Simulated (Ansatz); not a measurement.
CH₈N₂Si₂ (`N=C[SiH2][SiH2]N`) at its PBE0-D4/def2-TZVP geometry, where that method's forces vanish. Total charge 0; spin multiplicity 1.

```
atom   x (Å)   y (Å)   z (Å)
  N1   0.905  -1.635   0.616
  C2   0.270  -1.020   1.530
 Si3  -0.677   0.573   1.114
 Si4  -0.097   1.238  -1.057
  N5  -0.084  -0.194  -2.003
  H6   1.361  -2.478   0.970
  H7   0.251  -1.398   2.564
  H8  -0.325   1.585   2.152
  H9  -2.128   0.270   1.277
 H10  -1.107   2.186  -1.605
 H11   1.187   2.004  -0.972
 H12   0.394  -0.982  -1.585
 H13   0.049  -0.150  -3.001
```

**Question.** For each bond, give half the difference of the two atoms' forces along it (eV/Å; positive pushes the atoms apart) under PBE-D4, r2SCAN-D4, B3LYP-D4, ωB97M-V in def2-TZVPP. (An estimate is asked.)

**Answer.** Ansatz gave: 
```csv
bond,length (Å),PBE-D4,r2SCAN-D4,B3LYP-D4,ωB97M-V
N1–C2,1.271,0.63,0.32,0.19,0.14
N1–H6,1.022,0.21,-0.01,-0.07,-0.07
C2–Si3,1.900,-0.15,-0.06,0.01,0.04
C2–H7,1.101,0.02,-0.04,-0.10,-0.12
Si3–Si4,2.343,-0.09,0.00,0.07,0.01
Si3–H8,1.492,0.09,-0.02,-0.09,-0.11
Si3–H9,1.491,0.10,-0.01,-0.09,-0.12
Si4–N5,1.717,0.11,0.03,0.13,0.13
Si4–H10,1.489,0.06,-0.02,-0.11,-0.13
Si4–H11,1.498,0.04,-0.01,-0.10,-0.14
N5–H12,1.012,0.21,0.00,-0.03,-0.05
N5–H13,1.007,0.19,0.02,-0.01,-0.02
```

B3LYP here is the variant with VWN-RPA as its local correlation; programs differ in this.
